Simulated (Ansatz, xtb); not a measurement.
**C3H9AlO: 5 structures ranked**

5 gas-phase structures of C3H9AlO, found in a search over its isomers (lower ones may exist). Each was relaxed with GFN2-xTB; where two conformers were screened, the lower at r2SCAN-D4/def2-SVP is listed:

A. `CC[O][AlH][CH3]`, a singlet
B. `CCC[O][AlH2]`, a singlet
C. `CC(C)[O][AlH2]`, a singlet
D. `C[CH](C)[AlH][OH]`, a singlet
E. `CC[CH2][AlH][OH]`, a singlet

Which do you expect lowest at r2SCAN-D4/def2-SVP, and how would the others follow?

Calculated order at r2SCAN-D4/def2-SVP: E (0.000), A (0.110), D (0.117), C (0.386), B (0.534) eV. Less than 1 kcal/mol parts A and D, so the order within that pair means little.

Energies above the lowest of each column, in eV; the last columns are at PBE0-D3(BJ)/def2-SVP geometries and were run for some of them only (a dash: not run or not comparable):

```json
{"structure": "E", "GFN2-xTB": "0.666", "HF/STO-3G": "0.463", "r2SCAN-D4/def2-SVP": "0.000", "PBE0-D3(BJ)/def2-SVP": "0.000", "CCSD(T)/def2-SVP + ΔMP2/def2-TZVPP": "0.000"}
{"structure": "A", "GFN2-xTB": "0.739", "HF/STO-3G": "0.000", "r2SCAN-D4/def2-SVP": "0.110", "PBE0-D3(BJ)/def2-SVP": "0.191", "CCSD(T)/def2-SVP + ΔMP2/def2-TZVPP": "0.313"}
{"structure": "D", "GFN2-xTB": "0.795", "HF/STO-3G": "0.584", "r2SCAN-D4/def2-SVP": "0.117", "PBE0-D3(BJ)/def2-SVP": "0.102", "CCSD(T)/def2-SVP + ΔMP2/def2-TZVPP": "0.114"}
{"structure": "C", "GFN2-xTB": "0.000", "HF/STO-3G": "0.432", "r2SCAN-D4/def2-SVP": "0.386", "PBE0-D3(BJ)/def2-SVP": "0.482", "CCSD(T)/def2-SVP + ΔMP2/def2-TZVPP": "–"}
{"structure": "B", "GFN2-xTB": "0.152", "HF/STO-3G": "0.509", "r2SCAN-D4/def2-SVP": "0.534", "PBE0-D3(BJ)/def2-SVP": "–", "CCSD(T)/def2-SVP + ΔMP2/def2-TZVPP": "–"}
```

CCSD(T)/def2-SVP + ΔMP2/def2-TZVPP puts E lowest of those it was run on; GFN2-xTB picks C, HF/STO-3G picks A. CCSD(T)/def2-SVP + ΔMP2/def2-TZVPP orders those it was run on as E (0.000), D (0.114), A (0.313) eV. Flexible structures stand in one conformer each, not always the lowest. Frequencies (PBE0-D3(BJ)/def2-SVP) were run for A, D, E alone. ΔMP2 is the change of the MP2 energy from the smaller to the larger basis.

Over these structures GFN2-xTB departs from r2SCAN-D4/def2-SVP by 0.500 eV on average once a common shift is removed. A GFN2-xTB relaxation took about 0.54 s and the r2SCAN-D4/def2-SVP energy about 5.1 s on a shared host (Ansatz 0.2.0, xtb 6.7.1).
